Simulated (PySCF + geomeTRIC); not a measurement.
These are PySCF + geomeTRIC with BP86-D3(BJ)/def2-SVP values and carry that method's errors. fastk is a local helper that only speeds up exchange builds. No frequencies were computed at this level.

```python
import json, numpy as np
from pyscf import gto, dft
from fastk import lowrank_exchange
atoms = """
Sc    -0.107892     0.020746    -0.017150
Cl    -0.397926    -1.967617    -1.028877
Cl     2.033404     0.685095    -0.200926
N     -1.526725     1.053273     0.915391
H     -2.511563     0.808116     1.033507
H     -1.430402     1.953367     1.388848
"""
def scf(charge, spin, dm0=None):
    mol = gto.M(atom=atoms, basis='def2-svp', ecp={}, charge=charge, spin=spin, verbose=3, max_memory=5040)
    mf = dft.KS(mol, xc='bp86').density_fit(auxbasis="def2-universal-jkfit")
    mf.disp = 'd3bj'
    mf.grids.level = 3
    mf.conv_tol = 1e-8
    mf.max_cycle = 120
    mf.level_shift = 0.25
    mf.kernel(dm0)
    if not mf.converged:
        mf = mf.newton().run(mf.mo_coeff, mf.mo_occ).undo_soscf()
    return mf
mf = scf(0, 0)
from pyscf.geomopt.geometric_solver import kernel as optimize
path = []
done, mol = optimize(mf, maxsteps=120, assert_convergence=False, callback=lambda env: path.append((env["energy"], bool(env["g_scanner"].converged))))
res = dict(converged=bool(done and path[-1][1]), energy=path[-1][0], path=[e for e, c in path], xyz=mol.atom_coords(unit="Angstrom").tolist(), nao=mol.nao)
json.dump(res, open("result.json", "w"))
```

Output:

```
converged SCF energy = -1737.03021049306
Geometry optimization cycle 1
converged SCF energy = -1737.03021049234
cycle 1: E = -1737.03021049  dE = -1737.03  norm(grad) = 0.0312326
Geometry optimization cycle 2
converged SCF energy = -1737.03408428383
cycle 2: E = -1737.03408428  dE = -0.00387379  norm(grad) = 0.00678332
Geometry optimization cycle 3
converged SCF energy = -1737.03491652289
cycle 3: E = -1737.03491652  dE = -0.000832239  norm(grad) = 0.00234121
Geometry optimization cycle 4
converged SCF energy = -1737.03497483992
cycle 4: E = -1737.03497484  dE = -5.8317e-05  norm(grad) = 0.000795868
Geometry optimization cycle 5
converged SCF energy = -1737.03497751898
cycle 5: E = -1737.03497752  dE = -2.67905e-06  norm(grad) = 0.000576164
Geometry optimization cycle 6
converged SCF energy = -1737.03497822755
cycle 6: E = -1737.03497823  dE = -7.08571e-07  norm(grad) = 0.000282702
Geometry optimization cycle 7
converged SCF energy = -1737.03497585296
cycle 7: E = -1737.03497585  dE = 2.37459e-06  norm(grad) = 0.000816246
Geometry optimization cycle 8
converged SCF energy = -1737.03497513556
cycle 8: E = -1737.03497514  dE = 7.174e-07  norm(grad) = 0.000885828
Geometry optimization cycle 9
converged SCF energy = -1737.03497721371
cycle 9: E = -1737.03497721  dE = -2.07815e-06  norm(grad) = 0.000556701
Geometry optimization cycle 10
converged SCF energy = -1737.03497800718
cycle 10: E = -1737.03497801  dE = -7.93469e-07  norm(grad) = 0.000348368
Geometry optimization cycle 11
converged SCF energy = -1737.03497837053
cycle 11: E = -1737.03497837  dE = -3.63353e-07  norm(grad) = 0.000380236
Geometry optimization cycle 12
converged SCF energy = -1737.03497897553
cycle 12: E = -1737.03497898  dE = -6.04997e-07  norm(grad) = 0.000306435
<class 'geometric.internal.Distance'> : 5
<class 'geometric.internal.Angle'> : 4
<class 'geometric.internal.OutOfPlane'> : 2
<class 'geometric.internal.Dihedral'> : 4
<class 'geometric.internal.TranslationX'> : 1
<class 'geometric.internal.TranslationY'> : 1
<class 'geometric.internal.TranslationZ'> : 1
<class 'geometric.internal.RotationA'> : 1
<class 'geometric.internal.RotationB'> : 1
<class 'geometric.internal.RotationC'> : 1
Step    0 : Gradient = 1.275e-02/1.704e-02 (rms/max) Energy = -1737.0302104923
Step    1 : Displace = 1.015e-01/1.617e-01 (rms/max) Trust = 1.000e-01 (=) Grad = 2.769e-03/4.063e-03 (rms/max) E (change) = -1737.0340842838 (-3.874e-03) Quality = 1.204
Step    2 : Displace = 7.235e-02/1.131e-01 (rms/max) Trust = 1.414e-01 (+) Grad = 9.558e-04/1.538e-03 (rms/max) E (change) = -1737.0349165229 (-8.322e-04) Quality = 1.211
Step    3 : Displace = 2.258e-02/3.471e-02 (rms/max) Trust = 2.000e-01 (+) Grad = 3.249e-04/5.157e-04 (rms/max) E (change) = -1737.0349748399 (-5.832e-05) Quality = 1.074
Step    4 : Displace = 5.658e-03/8.911e-03 (rms/max) Trust = 2.828e-01 (+) Grad = 2.352e-04/4.767e-04 (rms/max) E (change) = -1737.0349775190 (-2.679e-06) Quality = 0.583
Step    5 : Displace = 3.310e-03/5.591e-03 (rms/max) Trust = 2.828e-01 (=) Grad = 1.154e-04/1.594e-04 (rms/max) E (change) = -1737.0349782275 (-7.086e-07) Quality = 0.262
Step    6 : Displace = 8.279e-03/1.297e-02 (rms/max) Trust = 2.828e-01 (=) Grad = 3.332e-04/4.726e-04 (rms/max) E (change) = -1737.0349758530 (+2.375e-06) Quality = -0.353
Step    7 : Displace = 4.485e-03/6.771e-03 (rms/max) Trust = 4.140e-03 (-) Grad = 3.616e-04/6.225e-04 (rms/max) E (change) = -1737.0349751356 (+7.174e-07) Quality = -0.159
Step    8 : Displace = 2.143e-03/3.030e-03 (rms/max) Trust = 2.070e-03 (-) Grad = 2.273e-04/4.159e-04 (rms/max) E (change) = -1737.0349772137 (-2.078e-06) Quality = 0.760
Step    9 : Displace = 3.039e-03/5.257e-03 (rms/max) Trust = 2.927e-03 (+) Grad = 1.422e-04/2.126e-04 (rms/max) E (change) = -1737.0349780072 (-7.935e-07) Quality = 0.143
Step   10 : Displace = 1.347e-03/1.996e-03 (rms/max) Trust = 1.464e-03 (-) Grad = 1.552e-04/2.454e-04 (rms/max) E (change) = -1737.0349783705 (-3.634e-07) Quality = 0.079
Step   11 : Displace = 6.210e-04/1.051e-03 (rms/max) Trust = 6.733e-04 (-) Grad = 1.333e-04/2.043e-04 (rms/max) E (change) = -1737.0349789755 (-6.050e-07) Quality = 0.926
Converged! =D
```

Cost: roughly 110 core-seconds.
